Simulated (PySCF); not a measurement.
C₆H₁₀NP.
SMILES with atom numbers: `[N:1]#[C:2][CH2:3][CH2:4][PH:5][CH:6]1[CH2:7][CH2:8]1`

Cartesian coordinates in Å at the GFN2-xTB level; atoms count from 1:
```
atom  x, y, z in Å
N1     4.463    1.137    0.656
C2     3.644    0.383    0.395
C3     2.587   -0.539    0.070
C4     1.227    0.166    0.119
P5    -0.153   -1.034   -0.259
C6    -1.503    0.203   -0.373
C7    -2.925   -0.271   -0.277
C8    -2.313    0.464    0.867
H9     2.609   -1.368    0.784
H10    2.770   -0.944   -0.931
H11    1.052    0.564    1.124
H12    1.204    1.003   -0.586
H13    0.103   -1.084   -1.640
H14   -1.303    1.048   -1.025
H15   -3.102   -1.330   -0.163
H16   -3.667    0.233   -0.879
H17   -2.071   -0.100    1.757
H18   -2.631    1.476    1.067
```

NICS is the negative of the GIAO shielding at a point without a nucleus: at the ring centre (0) and 1 Å above and below it (1); zz is the component along the ring normal. Level: GIAO PBE0/pcSseg-1 (PySCF, non-relativistic, gas phase) on the GFN2-xTB geometry, one conformer.

Ring bond lengths (Å), with Mayer bond orders in brackets: C6–C7 1.502 (0.95), C7–C8 1.491 (0.98), C8–C6 1.504 (0.94).

**Question.** Give the NICS values of each ring in ppm.

**Answer.** 
```tsv
ring	type	NICS(0)	NICS(1), two faces	NICS(1)zz, two faces	rms pucker (Å)	centre to ring atoms, mean (Å)
C6–C7–C8	3-membered carbocycle; formal bonds all single	-44.6	-8.6 / -8.6	-24.1 / -22.5	0.00	0.87
```

**Question.** What can be read from them?

**Answer.** 
- C6–C7–C8: mean NICS(1)zz -23.3 ppm, shielded. C6, C7, C8 have four or more neighbours, and the NICS criterion for π rings isn't applied. NICS(0) lies 36 ppm below the mean NICS(1).

**Question.** List the ring angles and the Hirshfeld charges of the ring atoms.

**Answer.** 
- C6–C7–C8: C6 59.5° (-0.087 e), C7 60.3° (-0.089 e), C8 60.2° (-0.089 e); sum 180.0° against 180° for a flat convex ring.

**Question.** What are the shieldings of the ring atoms and their hydrogens in the same run (means over atoms taken as equivalent)?

**Answer.** 
```json
{"atoms": "C6", "environment": "sp3 carbon bound to phosphorus", "σ isotropic (ppm)": "179.4"}
{"atoms": "C7 (×2)", "environment": "three-membered-ring carbon", "σ isotropic (ppm)": "180.7"}
{"atoms": "H14", "environment": "methine hydrogen", "σ isotropic (ppm)": "30.68"}
{"atoms": "H15 (×2)", "environment": "methylene hydrogen", "σ isotropic (ppm)": "31.36"}
{"atoms": "H16 (×2)", "environment": "methylene hydrogen", "σ isotropic (ppm)": "30.89"}
```
